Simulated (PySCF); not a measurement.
Removing an electron from `CN(C)[Si@H]1C=C[Si@@H](N)C=C1`

Compound: C6H14N2Si2.
Cartesian coordinates in Å at the PBE0-D3(BJ)/def2-SVP level; atoms count from 1:
```xyz
24
C6H14N2Si2 angstrom
C     -3.393   -0.091    0.353
N     -2.060    0.122   -0.144
C     -1.788    1.476   -0.553
Si    -0.750   -0.990    0.121
C      0.331   -1.038   -1.409
C      1.662   -0.830   -1.434
Si     2.735   -0.445    0.051
N      3.670    0.976   -0.289
C      1.643   -0.321    1.573
C      0.312   -0.535    1.601
H     -3.548   -1.151    0.604
H     -4.151    0.184   -0.406
H     -3.616    0.505    1.262
H     -2.483    1.802   -1.350
H     -0.766    1.560   -0.955
H     -1.880    2.204    0.279
H     -1.404   -2.314    0.366
H     -0.184   -1.240   -2.361
H      2.177   -0.869   -2.406
H      3.752   -1.522    0.269
H      4.567    1.100    0.164
H      3.207    1.869   -0.421
H      2.142   -0.034    2.512
H     -0.214   -0.414    2.561
```

Level: wB97X-D/def2-SVPD (PySCF). Frontier orbitals with their largest atomic shares (Löwdin; up to four atoms above 4 %):

```json
{"orbital": "HOMO−3", "ε (eV)": "-9.76", "main atoms": "C6 27 %, C5 27 %, C9 10 %, C10 10 %"}
{"orbital": "HOMO−2", "ε (eV)": "-9.72", "main atoms": "C9 22 %, C10 21 %, C5 10 %, C6 9 %"}
{"orbital": "HOMO−1", "ε (eV)": "-8.99", "main atoms": "N8 38 %, C9 14 %, C10 9 %, Si7 8 %"}
{"orbital": "HOMO", "ε (eV)": "-8.00", "main atoms": "?"}
{"orbital": "LUMO", "ε (eV)": "0.69", "main atoms": "C5 16 %, C6 16 %, C10 13 %, C9 13 %"}
{"orbital": "LUMO+1", "ε (eV)": "1.33", "main atoms": "C9 19 %, C10 18 %, C5 15 %, C6 14 %"}
{"orbital": "LUMO+2", "ε (eV)": "2.14", "main atoms": "Si7 15 %, Si4 9 %, C3 8 %, C9 6 %"}
```

Problem. What vertical ionisation energy does ΔSCF give, and how far is −ε(HOMO) from it?

Solution. ΔSCF: 7.94 eV (766 kJ/mol; threshold wavelength 156 nm); ⟨S²⟩ of the doublet left behind is 0.757, against 0.75 for a pure doublet. −ε(HOMO) is 8.00 eV, 0.06 eV above it. In exact Kohn–Sham theory the two would be equal; wB97X-D (range-separated hybrid) comes within 0.06 eV of that here.

Problem. On which atoms does the HOMO lie?

Solution. N2 (silicon-bound nitrogen) 51 %, C1 (N-methyl carbon) 9 %, C3 (N-methyl carbon) 8 %, Si4 (SiH silicon) 6 %. The HOMO−1 lies 0.99 eV lower.

Problem. With α = 136.8 au, estimate the like-pair dispersion coefficient by London's formula C6 = (3/4)α²I.

Solution. I = 0.2917 Eh, so C6 ≈ 4090 au, a rough estimate.

Problem. What total energies stand behind the ΔSCF value?

Solution. E(N) = -925.03685 Eh and E(N − 1) = -924.74512 Eh at the same geometry, 0.29173 Eh apart.

Problem. Shift the occupied levels rigidly so that −ε(HOMO) equals the ΔSCF value. What binding energies result?

Solution. The shift is -0.06 eV: HOMO 7.94, HOMO−1 8.93, HOMO−2 9.66, HOMO−3 9.70 eV. A rigid shift is only a rough guide to the deeper ionisations.

Geometry: PBE0-D3(BJ)/def2-SVP, one conformer, isolated molecule.

The pairwise dispersion term of wB97X-D wasn't added to the energies; at a given geometry it leaves orbitals and properties as they are.
